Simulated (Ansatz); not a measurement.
Mulliken charges of CH3BrFGe (`[CH3][Ge]([F])[Br]`) radical from r2SCAN/def2-TZVPP in Ansatz (PBE0-D4/def2-TZVP geometry).

```
atom   x (Å)   y (Å)   z (Å)  charge (e)
  C1  -0.080   0.910  -0.064      -0.282
 Ge2  -0.325  -0.932   0.569       0.625
  F3   1.221  -1.399   1.230      -0.365
 Br4  -0.677  -2.343  -1.237      -0.288
  H5  -0.974   1.234  -0.595       0.099
  H6   0.115   1.560   0.788       0.101
  H7   0.780   0.901  -0.737       0.110
```

Question: By hand: the dipole of these point charges (1 e Å = 4.8032 D).

Answer: Σ q r = (-0.430, 0.725, 0.221) e Å, of length 0.871 e Å = 4.18 D.

Question: How does the dipole of the full density compare? (Estimate.)

Answer: Computed: (-0.240, 0.537, 0.026) e Å, 2.83 D; the point charges give 1.48 times that, at 14° from its direction.

Point charges leave out the atoms' own dipoles, such as those of lone pairs, and Mulliken's split depends on the basis, so the two needn't agree.
